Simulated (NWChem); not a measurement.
Species: BaCl2; SMILES [Cl][Ba][Cl]

Results from NWChem. Structure relaxed at the PBE-D3(BJ)/def2-SVP level. def2 effective core potentials on Ba; no spin-orbit coupling. Level PBE/def2-SVP: energy and gradient on several grids; changes count from the extra-fine grid, which is no exact limit either.

**Question.** Which is the coarsest grid (fine; xfine; coarse; xcoarse; medium) from which on the energy stays within 500 μHa and each gradient component within 500 μHa/bohr of xfine?

**Answer.** xcoarse.
| grid | size of the energy change (μHa) | largest change of a gradient component (μHa/bohr) |
|---|---|---|
| xcoarse | 100 | 70 |
| coarse | < 10 | < 30 |
| medium | < 10 | < 30 |
| fine | < 10 | < 30 |
| xfine | < 10 | < 30 |
